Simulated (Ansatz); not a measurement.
`[Cl][Ge][Br]` + HCl → `[Cl][Ge][Cl]` + HBr at 298.15 K and 1 bar (ligand exchange at a Ge–Br bond).

Computed with Ansatz on PBE0-D4/def2-TZVP structures; ΔE is electronic, products minus reactants. CBS: MP2 limit from def2 TZ/QZ plus the TZ coupled-cluster correction, frozen cores. This one scheme is used for every species. For Br, Ge outer-core shells are correlated without core-valence functions, which leaves a few kJ/mol of doubt a bond. Scalar relativity is left out up to krypton.

```csv
species,CCSD(T)/CBS energy (Eh),H − E (kJ/mol),S (J/(mol·K))
`[Cl][Ge][Br]`,-5109.28758,18.5,312.8
HCl,-460.38127,26.6,186.8
`[Cl][Ge][Cl]`,-2995.74627,18.9,295.4
HBr,-2573.91920,24.6,198.6
```

H − E and S are ideal-gas, rigid-rotor, harmonic terms from PBE0-D4/def2-TZVP. 1 Eh = 2625.50 kJ/mol, R = 8.31446 J/(mol·K).

Task: By hand: ΔE, ΔH, ΔS and ΔG.

Result: ΔE = (-2995.74627) + (-2573.91920) − (-5109.28758) − (-460.38127) = 0.00338 Eh = 8.9 kJ/mol. Δ(H − E) = 18.9 + 24.6 − 18.5 − 26.6 = -1.6, so ΔH = 7.3 kJ/mol. ΔS = 295.4 + 198.6 − 312.8 − 186.8 = -5.6 J/(mol·K). ΔG = 7.3 − 298.15 × (-5.6)/1000 = 9.0 kJ/mol.

Task: By hand: the equilibrium constant, and the temperature at which ΔG would vanish if ΔH and ΔS stayed fixed.

Result: log₁₀ K = −ΔG/(RT ln 10) = -1.6. ΔH and −TΔS have one sign here, so there is no such temperature.

The number of gas molecules stays the same, so ΔS is small and ΔH decides. A doubt of 5 kJ/mol in ΔE shifts log₁₀ K by 0.9 here. These are equilibria of isolated gas molecules and say nothing of rates. Largest T1 diagnostic: 0.013 (customary marks: 0.02 for closed shells, 0.045 for open ones).

ΔS is within the doubt of such terms, so its sign, and with it that verdict, could turn.
